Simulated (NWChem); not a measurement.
System: silanone (SiH2O); SMILES O=[SiH2]

Here is an NWChem input.

```
start job
memory heap 200 mb stack 900 mb global 1100 mb
geometry units angstroms noautoz
  Si     0.000000     0.000000    -0.436952
  O      0.000000     0.000000     1.095095
  H      0.000000    -1.235351    -1.273402
  H      0.000000     1.235351    -1.273402
end
basis spherical
  * library def2-tzvpd
end
dft
  xc xcamb88 1.00 lyp 0.81 vwn_5 0.19 hfexch 1.00
  cam 0.33 cam_alpha 0.19 cam_beta 0.46
  iterations 150
  vectors input atomic output neutral.movecs
end
task dft energy
charge 1
dft
  odft
  mult 2
  vectors input atomic output cation.movecs
end
task dft energy
```

Parts of the log:

```
             Northwest Computational Chemistry Package (NWChem) 7.3.0
             --------------------------------------------------------

 C2V symmetry detected

                             Geometry "geometry" -> ""
                             -------------------------

 Output coordinates in angstroms (scale by  1.889725989 to convert to a.u.)

  No.       Tag          Charge          X              Y              Z
 ---- ---------------- ---------- -------------- -------------- --------------
    1 Si                  14.0000     0.00000000     0.00000000    -0.44097817
    2 O                    8.0000     0.00000000     0.00000000     1.09106883
    3 H                    1.0000     0.00000000    -1.23535100    -1.27742817
    4 H                    1.0000     0.00000000     1.23535100    -1.27742817

 Effective nuclear repulsion energy (a.u.)      52.0007935892

      Symmetry information
      --------------------

 Group name             C2v
 Group number             16
 Group order               4
 No. of unique centers     3

                                 NWChem DFT Module
                                 -----------------

 Summary of "ao basis" -> "ao basis" (spherical)
 ------------------------------------------------------------------------------
       Tag                 Description            Shells   Functions and Types
 ---------------- ------------------------------  ------  ---------------------
 Si                        def2-tzvpd               15       43   6s5p3d1f
 O                         def2-tzvpd               14       40   6s4p3d1f
 H                         def2-tzvpd                5        9   3s2p

      Symmetry analysis of basis
      --------------------------

        a1         44
        a2         10
        b1         21
        b2         26

            General Information
            -------------------
          SCF calculation type: DFT
          Wavefunction type:  closed shell.
          No. of atoms     :     4
          No. of electrons :    24
           Alpha electrons :    12
            Beta electrons :    12
          Charge           :     0
          Spin multiplicity:     1
          Use of symmetry is: on ; symmetry adaption is: on
          Maximum number of iterations: 150
          AO basis - number of functions:   101
                     number of shells:    39
          Convergence on energy requested:  1.00D-06
          Convergence on density requested:  1.00D-05
          Convergence on gradient requested:  5.00D-04

              XC Information
              --------------
                     Hartree-Fock (Exact) Exchange  1.000
                   CAM-Becke88 Exchange Functional  1.000
                      VWN V Correlation Functional  0.190 local
              Lee-Yang-Parr Correlation Functional  0.810

           Range-Separation Parameters
           ---------------------------
           Alpha           :  0.19
           Beta            :  0.46
           Gamma           :  0.33
           Short-Range HF  :     F

             Grid Information
             ----------------
          Grid used for XC integration:  medium
          Radial quadrature: Mura-Knowles
          Angular quadrature: Lebedev.
          Tag              B.-S. Rad. Rad. Pts. Rad. Cut. Ang. Pts.
          ---              ---------- --------- --------- ---------
          Si                  1.10       88          10.0       590
          O                   0.60       49          10.0       434
          H                   0.35       45          11.0       434
          Grid pruning is: on
          Number of quadrature shells:   182
          Spatial weights used:  Erf1

      Superposition of Atomic Density Guess
      -------------------------------------

 Sum of atomic energies:        -364.61947486

      Non-variational initial energy
      ------------------------------

 Total energy =    -364.841218
 1-e energy   =    -607.659060
 2-e energy   =     190.817048
 HOMO         =      -0.389768
 LUMO         =      -0.057194

      Symmetry analysis of molecular orbitals - initial
      -------------------------------------------------

  Numbering of irreducible representations:

     1 a1          2 a2          3 b1          4 b2

  Orbital symmetries:

     1 a1          2 a1          3 a1          4 a1          5 b2
     6 b1          7 a1          8 a1          9 b2         10 a1
    11 b1         12 b2         13 b1         14 a1         15 a1
    16 a1         17 b2         18 a1         19 b1         20 a2
    21 b2         22 b1

   convergence    iter        energy       DeltaE   RMS-Dens  Diis-err
 ---------------- ----- ----------------- --------- --------- ---------
 d= 0,ls=0.0,diis     1   -365.7786494861 -4.18D+02  1.61D-02  1.33D+00
 d= 0,ls=0.0,diis     2   -365.2390531183  5.40D-01  1.09D-02  6.48D+00
 d= 0,ls=0.0,diis     3   -365.9282781182 -6.89D-01  8.53D-04  1.08D-02
 d= 0,ls=0.0,diis     4   -365.9294690440 -1.19D-03  1.77D-04  6.59D-04
 d= 0,ls=0.0,diis     5   -365.9295517480 -8.27D-05  6.84D-05  2.87D-05
  Resetting Diis
 d= 0,ls=0.0,diis     6   -365.9295569939 -5.25D-06  2.42D-05  4.88D-06
 d= 0,ls=0.0,diis     7   -365.9295578908 -8.97D-07  1.03D-05  3.76D-07
 d= 0,ls=0.0,diis     8   -365.9295579019 -1.11D-08  3.49D-06  8.73D-07

         Total DFT energy =     -365.929557901913
      One electron energy =     -609.551234785952
           Coulomb energy =      221.838319517239
    Exchange-Corr. energy =      -30.217436222444
 Nuclear repulsion energy =       52.000793589244

 Numeric. integr. density =       23.999997821900

                  Occupations of the irreducible representations
                  ----------------------------------------------

                     irrep           alpha         beta
                     --------     --------     --------
                     a1                7.0          7.0
                     a2                0.0          0.0
                     b1                2.0          2.0
                     b2                3.0          3.0

                       DFT Final Molecular Orbital Analysis
                       ------------------------------------

 Vector   10  Occ=2.000000D+00  E=-4.249456D-01  Symmetry=a1
              MO Center= -1.3D-15,  2.2D-14,  8.2D-01, r^2= 1.5D+00
   Bfn.  Coefficient  Atom+Function         Bfn.  Coefficient  Atom+Function
  ----- ------------  ---------------      ----- ------------  ---------------
    52      0.406016  2 O  pz                55      0.316286  2 O  pz
    18     -0.265806  1 Si pz                48      0.257864  2 O  s
     4     -0.169894  1 Si s                  5     -0.151090  1 Si s
    47      0.136464  2 O  s                 49      0.128239  2 O  s
    15     -0.122925  1 Si pz                58      0.120255  2 O  pz

 Vector   11  Occ=2.000000D+00  E=-3.874274D-01  Symmetry=b1
              MO Center=  7.1D-16, -2.1D-16,  7.8D-01, r^2= 1.2D+00
   Bfn.  Coefficient  Atom+Function         Bfn.  Coefficient  Atom+Function
  ----- ------------  ---------------      ----- ------------  ---------------
    50      0.402151  2 O  px                53      0.331946  2 O  px
    16      0.226288  1 Si px                56      0.220571  2 O  px
    13      0.092618  1 Si px                 7     -0.091225  1 Si px
    19      0.089740  1 Si px                25     -0.064091  1 Si d  1
    10     -0.044085  1 Si px                30     -0.039272  1 Si d  1

 Vector   12  Occ=2.000000D+00  E=-3.572290D-01  Symmetry=b2
              MO Center= -1.8D-16,  1.2D-15,  6.0D-01, r^2= 1.8D+00
   Bfn.  Coefficient  Atom+Function         Bfn.  Coefficient  Atom+Function
  ----- ------------  ---------------      ----- ------------  ---------------
    51      0.420026  2 O  py                54      0.345464  2 O  py
    57      0.231755  2 O  py                85      0.113854  3 H  s
    94     -0.113854  4 H  s                 23      0.112872  1 Si d -1
    28      0.098184  1 Si d -1              86      0.081689  3 H  s
    95     -0.081689  4 H  s                 84      0.073224  3 H  s

 Vector   13  Occ=0.000000D+00  E=-4.818657D-02  Symmetry=b1
              MO Center= -3.3D-15,  6.0D-15, -6.6D-01, r^2= 3.3D+00
   Bfn.  Coefficient  Atom+Function         Bfn.  Coefficient  Atom+Function
  ----- ------------  ---------------      ----- ------------  ---------------
    19      0.447300  1 Si px                16      0.372463  1 Si px
    50     -0.211061  2 O  px                35      0.197556  1 Si d  1
    56     -0.178583  2 O  px                53     -0.170045  2 O  px
    13      0.132831  1 Si px                 7     -0.129753  1 Si px
    30      0.096704  1 Si d  1              59      0.096647  2 O  px

 Vector   14  Occ=0.000000D+00  E= 1.589562D-02  Symmetry=a1
              MO Center=  2.2D-15,  9.6D-15, -7.2D-01, r^2= 5.6D+00
   Bfn.  Coefficient  Atom+Function         Bfn.  Coefficient  Atom+Function
  ----- ------------  ---------------      ----- ------------  ---------------
     5      0.653483  1 Si s                 34      0.541385  1 Si d  0
    21     -0.481669  1 Si pz                 4     -0.364376  1 Si s
    86     -0.352485  3 H  s                 95     -0.352485  4 H  s
    61     -0.349273  2 O  pz                91     -0.326714  3 H  py
   100      0.326714  4 H  py                49     -0.283592  2 O  s

 Vector   15  Occ=0.000000D+00  E= 2.999927D-02  Symmetry=a1
              MO Center=  6.9D-15, -1.2D-15, -9.2D-01, r^2= 1.1D+01
   Bfn.  Coefficient  Atom+Function         Bfn.  Coefficient  Atom+Function
  ----- ------------  ---------------      ----- ------------  ---------------
     6      3.051710  1 Si s                 49     -2.903531  2 O  s
    21      1.197463  1 Si pz                61      0.516262  2 O  pz
    34      0.308449  1 Si d  0               4     -0.232643  1 Si s
    48      0.218534  2 O  s                  5      0.190846  1 Si s
    58      0.134011  2 O  pz                18      0.131780  1 Si pz

     Multipole analysis of the density
     ---------------------------------

     L   x y z        total         alpha         beta         nuclear
     -   - - -        -----         -----         ----         -------
     0   0 0 0      0.000000    -12.000000    -12.000000     24.000000

     1   1 0 0     -0.000000     -0.000000     -0.000000      0.000000
     1   0 1 0      0.000000      0.000000      0.000000      0.000000
     1   0 0 1     -1.562080     -0.781040     -0.781040      0.000000

     2   2 0 0    -12.701284     -6.350642     -6.350642      0.000000
     2   1 1 0     -0.000000     -0.000000     -0.000000      0.000000
     2   1 0 1     -0.000000     -0.000000     -0.000000      0.000000
     2   0 2 0    -14.400365    -12.649956    -12.649956     10.899546
     2   0 1 1     -0.000000     -0.000000     -0.000000      0.000000
     2   0 0 2    -16.701604    -36.043619    -36.043619     55.385634

                                 NWChem DFT Module
                                 -----------------

      Symmetry analysis of basis
      --------------------------

        a1         44
        a2         10
        b1         21
        b2         26

            General Information
            -------------------
          SCF calculation type: DFT
          Wavefunction type:  spin polarized.
          No. of atoms     :     4
          No. of electrons :    23
           Alpha electrons :    12
            Beta electrons :    11
          Charge           :     1
          Spin multiplicity:     2
          Use of symmetry is: on ; symmetry adaption is: on
          Maximum number of iterations: 150
          This is a Direct SCF calculation.
          AO basis - number of functions:   101
                     number of shells:    39
          Convergence on energy requested:  1.00D-06
          Convergence on density requested:  1.00D-05
          Convergence on gradient requested:  5.00D-04

              XC Information
              --------------
                     Hartree-Fock (Exact) Exchange  1.000
                   CAM-Becke88 Exchange Functional  1.000
                      VWN V Correlation Functional  0.190 local
              Lee-Yang-Parr Correlation Functional  0.810

           Range-Separation Parameters
           ---------------------------
           Alpha           :  0.19
           Beta            :  0.46
           Gamma           :  0.33
           Short-Range HF  :     F

             Grid Information
             ----------------
          Grid used for XC integration:  medium
          Radial quadrature: Mura-Knowles
          Angular quadrature: Lebedev.
          Tag              B.-S. Rad. Rad. Pts. Rad. Cut. Ang. Pts.
          ---              ---------- --------- --------- ---------
          Si                  1.10       88          10.0       590
          O                   0.60       49          10.0       434
          H                   0.35       45          11.0       434
          Grid pruning is: on
          Number of quadrature shells:   182
          Spatial weights used:  Erf1

      Superposition of Atomic Density Guess
      -------------------------------------

 Sum of atomic energies:        -364.61947486

 Renormalizing density from      24.00 to     23

      Non-variational initial energy
      ------------------------------

 Total energy =    -355.092232
 1-e energy   =    -582.339932
 2-e energy   =     175.246907
 HOMO         =      -0.728348
 LUMO         =      -0.414167

   Symmetry analysis of molecular orbitals - initial alpha
   -------------------------------------------------------

  Numbering of irreducible representations:

     1 a1          2 a2          3 b1          4 b2

  Orbital symmetries:

     1 a1          2 a1          3 a1          4 a1          5 b2
     6 b1          7 a1          8 a1          9 b2         10 b1
    11 a1         12 b2         13 b1         14 a1         15 a1
    16 b2         17 a1         18 a2         19 b2         20 a1
    21 b1         22 b1

   Symmetry analysis of molecular orbitals - initial beta
   ------------------------------------------------------

  Numbering of irreducible representations:

     1 a1          2 a2          3 b1          4 b2

  Orbital symmetries:

     1 a1          2 a1          3 a1          4 a1          5 b2
     6 b1          7 a1          8 a1          9 b2         10 b1
    11 a1         12 b2         13 b1         14 a1         15 a1
    16 b2         17 a1         18 a2         19 b2         20 a1
    21 b1         22 b1

[...]
```

Level: CAM-B3LYP/def2-TZVPD, vertical spin-unrestricted ions. All runs use the structure optimised with PBE0/def2-SVP.
